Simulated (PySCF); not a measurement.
## Spinor energies of Cl⁺ (chlorine, charge +1)

Start: [Ne] 3s2 3p4; 3p1/2 filled at m_j = +1/2; 3p3/2 filled at m_j = -1/2, +1/2, +3/2. Calculated with PySCF 2.14 in x2c-SVPall-2c with one added diffuse shell each of s, p type (5s5p1d, 25 functions): generalised Hartree-Fock with the X2C-1e Hamiltonian and a Gaussian nucleus; one run each with spin-orbit coupling (SO) switched off, then screened by Boettger's factors. This is a chosen level, not necessarily the ground level.

```tsv
spinor shell	electrons	ε, spin-free (eV)	ε, screened SO (eV)	weight of nominal j (screened SO)	rms radius, screened SO (bohr)
1s1/2	2	-2875.8	-2875.8	1.000	0.105
2s1/2	2	-303.23	-303.21	1.000	0.479
2p1/2	2	-232.59	-234.09	0.936	0.449
2p3/2	4	-232.59	-231.82	0.968	0.452
3s1/2	2	-40.300	-40.292	1.000	1.62
3p3/2	3	-25.657	-26.396	0.651	1.86
3p1/2	1	-25.657	-23.463	0.660	1.91
```

| quantity | spin-free | screened SO |
| --- | --- | --- |
| E (hartree) | -460.27797 | -460.28033 |
| M_J | 2 | 2 |
| ⟨J²⟩ | 6.008 | 6.009 |
| ⟨L²⟩ | 2.005 | 2.013 |
| ⟨S²⟩ | 2.003 | 1.999 |

Each row is a mean over spinors that exchange with the open shell spreads, by up to 6.885 eV (3s1/2).

Rows whose weight is well below 1 are mixtures of j = l ± 1/2: exchange outweighs spin-orbit coupling there, and the label is only the starting occupation.

Without spin-orbit coupling the j labels of p, d and f shells carry no meaning; the spin-free column gives the mean over the occupied spinors of each nl shell.
